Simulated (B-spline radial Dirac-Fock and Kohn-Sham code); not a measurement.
# Dipole and non-dipole photoemission parameters of Ge³⁺ 3d3/2

System: germanium as Ge³⁺, configuration 1s2 2s2 2p6 3s2 3p6 3d10 4s1; threshold 73.99 eV (orbital energy of the model). Level of theory: Dirac-Hartree-Slater photoionisation with a Latter tail; cross sections with all multipoles, angular parameters from the dipole term and its interference with E2; a B-spline atomic structure program.

For linearly polarised light dσ/dΩ = σ/(4π) [1 + β P₂(cos θ) + (δ + γ cos²θ) sin θ cos φ], with θ from the polarisation vector and φ the angle between the beam and the projection of the electron momentum on the plane normal to the polarisation.

```
hν (eV)   σ (kb)      β      γ      δ
    150     2600  0.628  0.001  0.017
    158     2450  0.674  0.003  0.017
    186     1950  0.804  0.011  0.020
    277      953  1.041  0.047  0.026
    425      352  1.183  0.114  0.034
    552      176  1.219  0.177  0.040
    600      139  1.222  0.201  0.043
    649      111  1.222  0.225  0.045
    692     92.2  1.219  0.246  0.047
 1253.6     14.2  1.112  0.479  0.075
   1270     13.6  1.108  0.484  0.076
   1570     6.61  1.040  0.574  0.092
   2080     2.45  0.938  0.691  0.120
   2190     2.04  0.918  0.711  0.126
   2860        ?      ?      ?      ?
   3690    0.290  0.719  0.904  0.204
   3790    0.261  0.709  0.913  0.209
   3920    0.229  0.697  0.925  0.216
   4030    0.206  0.687  0.934  0.221
   4150    0.184  0.676  0.945  0.227
   4790    0.104  0.626  0.992  0.259
   5270   0.0714  0.593  1.022  0.281
 5414.7   0.0640  0.584  1.031  0.288
   6000   0.0422  0.550  1.060  0.315
   6080   0.0400  0.545  1.064  0.318
 8047.8   0.0126  0.456  1.129  0.402
  12000  0.00231  0.340  1.178  0.551
  13900  0.00122  0.301  1.179  0.616
```

Q: Give the values at 2860 eV.

A: σ = 0.762 kb, β = 0.815, γ = 0.813, δ = 0.161.

Values without a named source are computed, but for edge energies of neutral atoms, which are taken from tables.
